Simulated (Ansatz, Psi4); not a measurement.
Interaction energy of F2Mg ··· H4OSi (SMILES [F][Mg][F] and O[SiH3]). Monomers: optimised at B3LYP-D3(BJ) (def2-TZVP), held rigid. Orientation: lowest of the rigid-body minima from ten starts at GFN2-xTB. Only R, the distance of the centres of mass, is varied, so the lowest point isn't the relaxed dimer.

Methods: PBE/def2-TZVP, counterpoise-corrected (Psi4); PBE-D3(BJ)/def2-TZVP, counterpoise-corrected (Psi4); B3LYP-D3(BJ)/def2-TZVP, counterpoise-corrected (Psi4); CCSD(T)/aug-cc-pVDZ = CCSD(T) on RHF/aug-cc-pVDZ, frozen core, counterpoise-corrected (Ansatz, a first-principles code).

Interaction energies in kJ/mol; the last columns give the difference from CCSD(T):

| R / Å | PBE/def2-TZVP | PBE-D3(BJ)/def2-TZVP | B3LYP-D3(BJ)/def2-TZVP | CCSD(T)/aug-cc-pVDZ | PBE/def2-TZVP − CCSD(T)/aug-cc-pVDZ | PBE-D3(BJ)/def2-TZVP − CCSD(T)/aug-cc-pVDZ | B3LYP-D3(BJ)/def2-TZVP − CCSD(T)/aug-cc-pVDZ |
|---|---|---|---|---|---|---|---|
| 2.84 | -32.05 | -39.30 | -50.16 | -26.24 | -5.80 | -13.06 | -23.92 |
| 3.05 | -64.07 | -70.74 | -79.41 | -64.07 | 0.00 | -6.67 | -15.34 |
| 3.29 | -63.86 | -69.84 | -76.21 | -65.92 | 2.06 | -3.92 | -10.29 |
| 3.42 | -58.15 | -63.75 | -69.03 | -60.43 | 2.29 | -3.31 | -8.60 |
| 3.77 | -40.03 | -44.61 | -47.73 | -41.97 | 1.95 | -2.64 | -5.75 |
| 4.04 | -28.58 | -32.41 | -34.47 | -30.08 | 1.50 | -2.33 | -4.39 |
| 4.57 | -14.55 | -17.04 | -17.91 | -15.38 | 0.83 | -1.67 | -2.54 |
| 5.25 | -6.40 | -7.68 | -8.02 | -6.95 | 0.55 | -0.73 | -1.07 |
| 6.27 | -2.15 | -2.59 | -2.81 | -2.55 | 0.40 | -0.04 | -0.27 |
| 7.52 | -0.70 | -0.84 | -0.97 | -0.93 | 0.23 | 0.09 | -0.04 |

PBE/def2-TZVP is furthest from CCSD(T)/aug-cc-pVDZ at 2.84 (-5.80 kJ/mol, below); its mean absolute difference over the points is 1.56 kJ/mol.

PBE-D3(BJ)/def2-TZVP is furthest from CCSD(T)/aug-cc-pVDZ at 2.84 (-13.06 kJ/mol, below); its mean absolute difference over the points is 3.44 kJ/mol.

B3LYP-D3(BJ)/def2-TZVP is furthest from CCSD(T)/aug-cc-pVDZ at 2.84 (-23.92 kJ/mol, below); its mean absolute difference over the points is 7.22 kJ/mol.
